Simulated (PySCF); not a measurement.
C2H9BN2O, SMILES CN(C)B(N)O. Atoms are numbered in the order given.

```xyz
15

B     -0.4341    -0.1114    -0.6522
O     -0.5857    -1.3529    -1.2519
H     -0.3467    -2.0785    -0.6697
N     -1.0963     0.9836    -1.2814
H     -1.6397     0.8228    -2.1188
H     -0.8503     1.9509    -1.1315
N      0.3323     0.0569     0.5535
C      1.2801    -0.9205     1.0344
C      0.3050     1.2775     1.3253
H      2.2948    -0.4875     1.1302
H      1.0023    -1.3244     2.0282
H      1.3635    -1.7644     0.3333
H      0.2129     1.0587     2.4058
H      1.2210     1.8886     1.1928
H     -0.5641     1.8887     1.0437
```

Coordinates come from a ωB97X-D3(BJ)/def2-SVP optimisation. One conformer was computed; it need not be the lowest.

Two levels are set side by side: PBE/pcSseg-1 (PySCF) and B3LYP/pcSseg-1 (PySCF). GIAO shifts against BF3 (¹¹B), H2O (¹⁷O), NH3 (¹⁵N), TMS (¹H), TMS (¹³C) at the same level; non-relativistic, no solvent, atoms listed together averaged. Differences are taken from unrounded values.

```
quantity            B3LYP   PBE  PBE minus B3LYP
------------------  -----  ----  ---------------
δ(¹¹B) of B1 (ppm)   11.3   9.3             -2.0
δ(¹⁷O) of O2 (ppm)   80.4  86.2              5.8
δ(¹H) of H3 (ppm)    2.30  2.24            -0.05
δ(¹⁵N) of N4 (ppm)   51.0  53.3              2.4
δ(¹⁵N) of N7 (ppm)   55.5  60.4              4.9
```

Rough cost on one machine, each run with all the roots and properties that it gave: B3LYP against PBE within a factor of 2.
